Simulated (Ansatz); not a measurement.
Gas-phase electronic energies from Ansatz, PBE0-D4/def2-TZVP geometries. CBS: MP2 limit from def2 TZ/QZ plus the TZ coupled-cluster correction, frozen cores. This one scheme is used for every species. Functionals use def2-TZVPP. B3LYP here is the variant with VWN-RPA as its local correlation; programs differ in this. For Br outer-core shells are correlated without core-valence functions, which leaves a few kJ/mol of doubt a bond. Scalar relativity is left out up to krypton.

Consider the hydrogenolysis of the Si–Br bond: `Br[SiH]1CC1` + H₂ → `C1C[SiH2]1` + HBr.

```
             level  ΔE (kJ/mol)  difference from CCSD(T)/CBS
         r2SCAN-D4         75.5                          1.9
           PBE0-D4         71.4                         -2.2
          B3LYP-D4         69.2                         -4.4
            r2SCAN         74.3                          0.7
             B3LYP         61.0                        -12.6
     HF/def2-TZVPP         57.8                        -15.8
SCS-MP2/def2-TZVPP         70.9                         -2.7
CCSD(T)/def2-TZVPP         66.6                         -7.0
      HF/CBS(def2)         57.6                        -16.0
    CCSD/CBS(def2)         70.1                         -3.5
       CCSD(T)/CBS         73.6                            0
```

Largest T1 diagnostic among the species: 0.011.

In def2-TZVPP, CCSD(T) changes the Hartree–Fock value by +8.8 kJ/mol (the triples alone add +3.5 kJ/mol) and MP2 by +19.9 kJ/mol. The D4 term adds +8.2 kJ/mol with B3LYP and +4.5 kJ/mol with PBE0; it sums over pairs of atoms, weighted by their polarisabilities, and B3LYP, whose exchange is more repulsive, gets the larger term.
